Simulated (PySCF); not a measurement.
# Potential energy of BBr along the bond

Set-up: basis B cc-pVDZ, Br cc-pVDZ-PP with ECP10; scalar-relativistic core potentials; PySCF 2.14. Energies in eV from B + Br in their ground configurations at the same level. State: ¹Σ⁺ (singlet), closed shell.

Curves on a restricted Hartree–Fock reference rise too fast on stretching and do not dissociate correctly.

| R (Å) | LC-ωPBE | RHF-SCS-MP2 | RHF-CCSD(T) |
| --- | --- | --- | --- |
| 1.644 | -3.439 | -3.254 |  |
| 1.721 | -3.917 | -3.779 | -3.798 |
| 1.797 | -4.162 | -4.062 | -4.096 |
| 1.855 | -4.233 | -4.158 | -4.203 |
| 1.912 | -4.234 | -4.181 | -4.235 |
| 1.969 | -4.180 | -4.148 | -4.211 |
| 2.046 | -4.047 | -4.039 | -4.112 |
| 2.141 | -3.812 | -3.833 | -3.918 |
| 2.256 | -3.471 | -3.525 | -3.622 |
| 2.409 | -2.971 | -3.068 |  |

Question: Put a parabola through the three lowest points of the LC-ωPBE curve and estimate Re, k and ωe (reduced mass 9.662 u; 1 eV/Å² = 0.16022 mdyn/Å; ωe = 1302.8·√(k/μ) cm⁻¹).

Answer: Through R = 1.855, 1.912, 1.969 Å the second-order coefficient is 8.46 eV/Å², so Re ≈ 1.885 Å, k ≈ 2.71 mdyn/Å and ωe ≈ 690 cm⁻¹. A polynomial fit of higher order to the unrounded LC-ωPBE energies gives Re = 1.883 Å, k = 3.01 mdyn/Å, ωe = 727 cm⁻¹; anharmonicity and rounding make the difference.

The higher-order fit for each curve: LC-ωPBE: Re = 1.883 Å, ωe = 727 cm⁻¹, De = 4.24 eV; RHF-SCS-MP2: Re = 1.904 Å, ωe = 704 cm⁻¹, De = 4.18 eV; RHF-CCSD(T): Re = 1.913 Å, ωe = 694 cm⁻¹, De = 4.24 eV.

Correlated steps freeze 5 core orbitals. Correlated levels converge slowly with the basis: in double zeta they bind strong bonds too weakly, by up to about 1 eV, and carry superposition errors of some tenths. Where the molecule has an RHF reference, its open-shell atoms are computed with UHF.
